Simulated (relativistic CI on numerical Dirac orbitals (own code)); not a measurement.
# Sc²⁺ in a cubic cluster: L2,3 absorption with charge transfer

Computed with a charge-transfer multiplet model of a cubic metal-ligand cluster with up to one ligand hole, Slater and spin-orbit integrals from Dirac-Coulomb-Breit ions, Slater integrals scaled by 0.8. The ground state mixes d1 with configurations of k ligand holes L, whose averages lie at kΔ + k(k − 1)U_dd/2; a core hole lowers each added d electron by U_cd. 300 K, Lorentzian 0.4 eV and Gaussian 0.3 eV FWHM.

Atomic integrals in eV (Slater integrals scaled, ζ unscaled), ground: F2dd 4.710, F4dd 2.885, zeta_d 0.008; with the core hole: F2dd 6.786, F4dd 4.228, zeta_d 0.015, zeta_core 3.008, F2cd 3.515, G1cd 2.451, G3cd 1.388. Where a configuration has fewer than two d electrons, the dd integrals are those of d2.

Cluster parameters (eV): Δ = 8.6, U_dd = 5.4, U_cd = 6.4, 10Dq(ligand) = 0.8, V(eg) = 3.1, V(t2g) = -1.31, final-state hopping factor = 0.9.

Weights, n_d and S are thermal averages at 300 K. Photon energies count from the first peak over 30 % of the highest in each spectrum, which can be another peak from case to case. The parameters are a model scan and need not match a compound or its usual spin state. Peaks in eV (height, largest 100): -0.8 (25), 0.0 (39), 1.7 (33), 3.5 (100), 4.9 (53), 6.1 (61), 7.4 (77).

Which parameters give this spectrum?
A. 10Dq = 1.85 eV
B. 10Dq = 0.65 eV
C. 10Dq = 2.15 eV
D. 10Dq = 1.55 eV
E. 10Dq = 0.95 eV

C. 10Dq = 2.15 eV; the ground state then has 1.22 d electrons and S = 0.50. The choice follows from running the model for each set and comparing peak positions and heights. The space is cut while the next configuration still counts.
